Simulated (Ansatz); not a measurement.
`FBC[SiH3]` + NH₃ → `NBF` + `C[SiH3]` at 500 K and 1 bar (ligand exchange at a B–C bond).

Computed with Ansatz on PBE0-D4/def2-TZVP structures; ΔE is electronic, products minus reactants. CCSD(T)/CBS is the MP2 limit (def2-TZVPP, def2-QZVPP) plus CCSD(T) − MP2 in def2-TZVPP, frozen cores. This one scheme is used for every species. Each species was taken in one conformer, which may not be the lowest.

```csv
species,CCSD(T)/CBS energy (Eh),H − E (kJ/mol),S (J/(mol·K))
`FBC[SiH3]`,-455.38583,218.5,382.2
NH₃,-56.50880,108.2,211.8
`NBF`,-181.19761,137.2,290.8
`C[SiH3]`,-330.73916,189.7,296.8
```

H − E and S are ideal-gas, rigid-rotor, harmonic terms from PBE0-D4/def2-TZVP, for one conformer and one mirror image of each species. 1 Eh = 2625.50 kJ/mol, R = 8.31446 J/(mol·K).

By hand: ΔE, ΔH, ΔS and ΔG.

ΔE = (-181.19761) + (-330.73916) − (-455.38583) − (-56.50880) = -0.04214 Eh = -110.6 kJ/mol. Δ(H − E) = 137.2 + 189.7 − 218.5 − 108.2 = 0.2, so ΔH = -110.4 kJ/mol. ΔS = 290.8 + 296.8 − 382.2 − 211.8 = -6.4 J/(mol·K). ΔG = -110.4 − 500 × (-6.4)/1000 = -107.2 kJ/mol.

By hand: the equilibrium constant, and the temperature at which ΔG would vanish if ΔH and ΔS stayed fixed.

log₁₀ K = −ΔG/(RT ln 10) = 11.2. ΔG = 0 at ΔH/ΔS = 17250 K, far beyond where these terms or the molecules hold.

The number of gas molecules stays the same, so ΔS is small and ΔH decides. A doubt of 5 kJ/mol in ΔE shifts log₁₀ K by 0.5 here. Other conformers and mirror images would add mixing entropy, several J/(mol·K) or more a flexible species. These are equilibria of isolated gas molecules and say nothing of rates. Largest T1 diagnostic: 0.012 (customary marks: 0.02 for closed shells, 0.045 for open ones).
